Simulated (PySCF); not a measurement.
**Computed structure and properties of Ce(SH)3**

System: Ce(SH)3 (singlet in the valence; each metal's 4f electrons, 1 of them, lie in its core potential, out of spins and levels); start: displaced along the imaginary mode (C3). Method: PySCF 2.14.0, RKS r2SCAN, Ce lcecp-1-SVP with ECP47, S def2-SVP, H def2-SVP; non-relativistic Hamiltonian with scalar-relativistic core potentials where named; density fitting; no spin-orbit coupling.

Input of the relaxation:

```python
mol = gto.M(atom='''
Ce    -0.00000    -0.00000    -0.44870
S      2.48534    -0.00664     0.59491
H      2.09141     0.25000     1.88978
S     -1.23692     2.15569     0.59491
H     -1.26221     1.68622     1.88978
S     -1.24842    -2.14905     0.59491
H     -0.82920    -1.93621     1.88978''',
    basis={'Ce': 'lcecp-1-SVP', 'S': 'def2-SVP', 'H': 'def2-SVP'},
    ecp={'Ce': 'lcecp-1-SVP'},
    charge=0, spin=0)
mf = dft.RKS(mol, xc='R2SCAN')
mf.grids.atom_grid = (50, 194)  # f atoms: unpruned, at least (60, 302)
mf = mf.density_fit()  # fitting sets: Ce AutoAux, S def2-universal-JKFIT, H def2-universal-JKFIT
mf.conv_tol = 1e-08; mf.max_cycle = 55
mf.kernel(dm0)  # dm0: converged density of the start geometry
# quasi-Newton relaxation in Cartesian coordinates to a largest gradient under 0.00045 Eh/bohr, steps kept in the point group
```

Run from Python with OMP_NUM_THREADS=2; the lines above give its settings. Where DIIS fails, smearing, a level shift and second-order steps follow.
It took 3.6 min on 2 threads of Intel(R) Xeon(R) Platinum 8375C CPU @ 2.90GHz (Ice Lake), with other jobs on the host, from the converged density of the start.

Course of the relaxation:

```
step  energy above end (eV)  largest force component within the symmetry (eV/Å)
   0                 0.3070                                               0.568
   1                 0.2682                                               0.180
   2                 0.2247                                               0.461
   3                 0.2043                                               0.734
   4                 0.1401                                               0.130
   5                 0.1041                                               0.402
   6                 0.0802                                               0.245
   7                 0.0572                                               0.173
  25                 0.0010                                               0.084
  26                 0.0006                                               0.023
  27                 0.0004                                               0.022
  28                 0.0001                                               0.029
  29                 0.0000                                               0.010
  30                 0.0000                                               0.010
```
(The steps between are left out.)

Relaxed geometry (C3):

```xyz
7

Ce    0.0000    0.0000    0.5643
S     2.6336   -0.3973    0.9943
H     2.9133    0.9195    1.1527
S    -0.9727    2.4794    0.9943
H    -2.2529    2.0632    1.1527
S    -1.6609   -2.0821    0.9943
H    -0.6603   -2.9827    1.1527
```

| contact | Å |
| --- | --- |
| Ce1–S2 (SH) | 2.698 |
| Ce1–S4 (SH) | 2.698 |
| Ce1–S6 (SH) | 2.698 |

On the finer grid (75, 302):

```yaml
HOMO: -6.39 eV
LUMO: -2.75 eV
Dipole_about_the_centre_of_mass: 2.37 D
Set_of_Mulliken_populations_of_Ce1_outside_the_core_potential: s 2.24, p 6.26, d 1.58, f 0.04
D3_BJ_dispersion_energy_not_in_the_energies: -0.058 eV
```

```tsv
atom	Mulliken (e)	Löwdin (e)	spin (e)
Ce1	0.88	0.06	0.00
S2	-0.40	-0.04	0.00
H3	0.11	0.02	0.00
S4	-0.40	-0.04	0.00
H5	0.11	0.02	0.00
S6	-0.40	-0.04	0.00
H7	0.11	0.02	0.00
```

The 4f levels lie in the core potential and are missing. Their spin isn't counted.

No frequency check is given for this geometry.

Taking off one SH (charge -1, singlet; the rest: singlet) in vacuum, both parts rigid, costs 8.70 eV; the small basis without counterpoise inflates it. Most of it is the attraction of opposite charges; other ways to part are cheaper, and one spin state was tried for the rest.

Rigid scan of SH along the line from its metal:

(distance to S2 (Å), energy (eV)): (2.40, 0.570), (2.50, 0.225), (2.60, 0.050), (2.70, 0.000), (2.80, 0.040), (2.90, 0.143), (3.10, 0.466), (3.40, 1.072), (3.80, 1.874), (4.30, 2.708)

One start shape was tried, so this needn't be the lowest isomer.

An lcecp potential fixes the number of 4f electrons, so in runs with it no electron can move into or out of that shell.
